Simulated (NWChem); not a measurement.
CH₂NS, doublet; SMILES N[C]=S

Program: NWChem. Spin-unrestricted. In the optimisation the excess spin sits in a' (Cs, its own frame). No stability test was run on the SCF state. Level B3LYP/def2-SVP: optimisations from one semi-empirical or force-field start; each run changes one setting, and all end within 0.3 mHa of each other. One conformer.

| setting | optimisation steps |
|---|---|
| redundant internal coordinates, default thresholds | 3 |
| Cartesian coordinates | 6 |
| tight thresholds | 7 |
| symmetry off | 3 |
| loose thresholds | 2 |
